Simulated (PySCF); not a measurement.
Zr, triplet (all electrons, no relativity). Base run: B3LYP/3-21G (PySCF).

Geometry (Å):
```xyz
1

Zr     0.0000     0.0000     0.0000
```
Charge 0, spin multiplicity 3.
Orbitals are unrestricted.
All else is at PySCF's defaults.

Variants of this job, named by their change:

```
change                                                                                           basis functions       E (Eh)  HOMO (eV)
-----------------------------------------------------------------------------------------------  ---------------  -----------  ---------
base                                                                                                          36  -3524.03723      -4.33
basis = Sapporo-DKH3-DZP-2012; relativity = none                                                              52  -3496.04707      -4.30
basis = ANO-RCC-VDZP; relativity = none                                                                       43  -3494.31759      -4.20
basis = jorge-DZP-DKH; relativity = spin-free X2C; nucleus = Gaussian (with nucmod='G')                       48  -3597.97975      -4.17
basis = jorge-DZP-DKH; relativity = spin-free X2C                                                             48  -3598.01895      -4.17
basis = jorge-DZP-DKH; relativity = none                                                                      48  -3522.87640      -4.36
basis = ANO-RCC-VDZP; relativity = spin-free X2C                                                              43  -3598.24215      -4.50
basis = Sapporo-DKH3-DZP-2012; relativity = spin-free X2C; nucleus = Gaussian (with nucmod='G')               52  -3598.10819      -4.56
basis = ANO-RCC-VDZP; relativity = spin-free X2C; nucleus = Gaussian (with nucmod='G')                        43  -3598.19782      -4.50
basis = Sapporo-DKH3-DZP-2012; relativity = spin-free X2C                                                     52  -3598.14478      -4.60
```

Totals shift with the method and basis; they matter in differences.

Open shells are given as the SCF converged; they aren't shown to be the lowest states, and a large step between rows can be another state.

Basis sets contracted for a relativistic Hamiltonian are a mismatch without it, so the rows without relativity aren't non-relativistic limits. No row has spin-orbit coupling; sets with core potentials leave out the core electrons.
